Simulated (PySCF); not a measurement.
A side-by-side comparison of computed properties.

First species: C4H9NSi2.
Z-matrix (Å and degrees, GFN2-xTB geometry), rows numbered from 1:
```
Si
Si  1  2.3142
N   2  1.7556  1  109.23
C   3  1.3682  2  127.49  1  -110.21
C   4  1.3610  3  109.63  2   176.45
C   5  1.4148  4  106.84  3    -0.14
C   6  1.3613  5  106.77  4    -0.08
H   1  1.4665  2  112.94  3    49.72
H   1  1.4671  2  112.50  3   -70.97
H   1  1.4658  2  110.65  3   169.72
H   2  1.4668  1  116.08  3  -115.83
H   2  1.4707  1  115.27  3   117.86
H   4  1.0722  3  120.25  2    -3.79
H   5  1.0725  4  126.81  3   179.69
H   6  1.0726  5  126.41  4   179.79
H   7  1.0729  3  120.30  2     3.78
```

Second species: C₅H₅N.
SMILES: `C=C/C=C\C#N`

Levels: CAM-B3LYP/def2-SVPD for dipole moment, HOMO energy, LUMO energy, HOMO–LUMO gap, static isotropic polarisability and electronic spatial extent ⟨r²⟩ about the centre of nuclear charge; TDDFT CAM-B3LYP/def2-SVPD for lowest singlet excitation; TDA CAM-B3LYP/def2-SVPD for lowest triplet excitation (Tamm–Dancoff); GFN2-xTB for rotational constant A and rotational constant C. Geometries: GFN2-xTB. Each species is one conformer at its optimised geometry, gas phase, non-relativistic unless stated; the electronic structure was computed with PySCF and density fitting.

Dipoles, sizes and rotational constants follow the conformer. The torsions of the flexible species, by atom-mapped SMILES:
- `[SiH3:1][SiH2:2][n:3]1[cH:4][cH:5][cH:6][cH:7]1`: Si1–Si2–N3–C4 -110°
- `[CH2:1]=[CH:2]/[CH:3]=[CH:4]\[C:5]#[N:6]`: C1–C2–C3–C4 180°

Q: Which has the higher rotational constant A?

A: The second: 10.055 GHz against 4.080 GHz, a difference of 5.975 GHz.

Q: Which has the higher rotational constant C?

A: The second: 1.709 GHz against 0.921 GHz, a difference of 0.788 GHz.

Q: Which has the higher HOMO–LUMO gap?

A: The first: 8.11 eV against 7.58 eV, a difference of 0.53 eV.

Q: Which of the two has the higher ⟨r²⟩, and by how much?

A: The first: 1338 bohr² against 671 bohr², a difference of 667 bohr².

Q: Which has the higher dipole moment?

A: The second: 4.34 D against 1.51 D, a difference of 2.83 D.

Q: Which has the higher T1 energy?

A: The first: 4.27 eV against 2.84 eV, a difference of 1.43 eV.

Q: Which of the two has the higher S1 energy, and by how much?

A: The first: 5.49 eV against 5.27 eV, a difference of 0.22 eV.

Q: Which has the higher LUMO energy?

A: The first: 0.61 eV against -1.09 eV, a difference of 1.70 eV.

On the first: The dipole equals about 5.0 × 10⁻³⁰ C·m (1 D = 3.33564 × 10⁻³⁰ C·m). The principal polarisabilities are 88.0, 101.8 and 128.8 au; their mean is the isotropic value.

On the second: S1 lies 2.31 eV below the HOMO–LUMO gap; its leading configuration is HOMO→LUMO, weight 0.97. The principal polarisabilities are 40.4, 60.5 and 110.2 au; their mean is the isotropic value.
